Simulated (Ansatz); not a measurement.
Reaction (redistribution): `C[Si]SC` + `N[SiH](F)S` → `C[Si]N` + `CS[SiH](F)S`

Gas-phase electronic energies from Ansatz, PBE0-D4/def2-TZVP geometries. CCSD(T)/CBS is the MP2 limit (def2-TZVPP, def2-QZVPP) plus CCSD(T) − MP2 in def2-TZVPP, frozen cores. This one scheme is used for every species. DFT in def2-TZVPP. Each species was taken in one conformer, which may not be the lowest.

| species | PBE energy (Eh) |
| --- | --- |
| `C[Si]SC` | -767.12290 |
| `N[SiH](F)S` | -844.42830 |
| `C[Si]N` | -385.13187 |
| `CS[SiH](F)S` | -1226.41251 |

Question: Work out ΔE.

Answer: ΔE = (-385.13187) + (-1226.41251) − (-767.12290) − (-844.42830) = 0.00682 Eh = +17.9 kJ/mol. CCSD(T)/CBS gives +16.0 kJ/mol.

Largest T1 diagnostic among the species: 0.014.
